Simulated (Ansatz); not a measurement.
Basis-set extrapolation for `F[SiH](F)[AlH2]` (PBE0-D4/def2-TZVP geometry, frozen core, Ansatz). Multiplicity 1, RHF reference.

|  | def2-TZVPP | def2-QZVPP |
| --- | --- | --- |
| HF | -731.700124 | -731.726589 |
| MP2 correlation | -0.692975 | -0.757818 |
| CCSD(T) correlation | -0.743031 | not run |

Energies in hartree. Use E(X) = E(∞) + A·exp(−7.88·√X) for Hartree–Fock and E(X) = E(∞) + B·X^(−2.97) for correlation, with X = 3 and 4, and add CCSD(T) minus MP2 of the smaller set to the MP2 limit.

**Question.** What is the CCSD(T) energy at the basis-set limit?

**Answer.** HF limit: -731.726589 + (-0.026465) × 0.13774 = -731.73023. MP2 limit: -0.757818 + (-0.064843) × 0.74074 = -0.80585. Higher-order term: -0.743031 − (-0.692975) = -0.05006. Total: -732.58614 hartree, 89.7 kcal/mol below CCSD(T)/def2-TZVPP.
